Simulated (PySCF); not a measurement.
Gas-phase reaction: 2 Si3O3 → 3 Si + 3 SiO2, at 1200 K and a standard pressure of 1 bar. Level: M06-2X/def2-TZVP†.

Energies from PySCF, thermal terms from the rigid-rotor harmonic-oscillator model, ideal gas at 1 bar. † marks an energy on the PBE0/def2-TZVP geometry and frequencies. Open shells (unrestricted): Si (multiplicity 3, electronic degeneracy 9); the rest are closed-shell singlets. Spin-orbit splitting is ignored; it lowers the true energy and changes the entropy of Si. Si3O3: computed as isolated molecules; such fragments, hydroxides, amides, oligomers or adducts are transient or little studied in the gas. The harmonic model lacks anharmonicity and excited electronic states, which grow with temperature; levels with a mode under 35 cm⁻¹ are left out. Soft modes under 120 cm⁻¹ make the harmonic entropy rough for Si3O3.

```csv
species,E (Ha),H(1200 K) − E (kJ/mol),S°(1200 K) (J/mol/K)
Si3O3,-1094.36139,164.6,492.3
Si,-289.34910,24.9,197.7
SiO2,-439.94778,78.7,305.1
```
E: electronic energy; H − E holds the zero-point and thermal terms. 1 Ha = 2625.5 kJ/mol.

**Question.** Work out ΔH°, ΔS°, ΔG° and log10 K from these numbers.

**Answer.** 1. ΔE = 3×(-289.34910) + 3×(-439.94778) − 2×(-1094.36139) = 0.83214 Ha = 2184.8 kJ.
2. Δ(H − E) = 3×(24.9) + 3×(78.7) − 2×(164.6) = -18.4 kJ, so ΔH° = 2166.4 kJ.
3. ΔS° = 3×(197.7) + 3×(305.1) − 2×(492.3) = 523.8 J/K; the number of gas molecules changes by +4.
4. ΔG° = ΔH° − TΔS° = 2166.4 − 1200×(523.8)/1000 = 1537.8 kJ.
5. log10 K = −ΔG°/(RT ln 10) = -66.95, with RT ln 10 = 22.97 kJ/mol; at standard pressures the reactants are favoured.
6. A shift of 10 kJ in ΔE would move log10 K by 0.44 here.
For scale, ΔH°(298 K) is 2179 kJ at this level, 2146 kJ at ωB97M-V/def2-TZVP†, and runs from 1421 to 2216 kJ over the 20 levels computed.
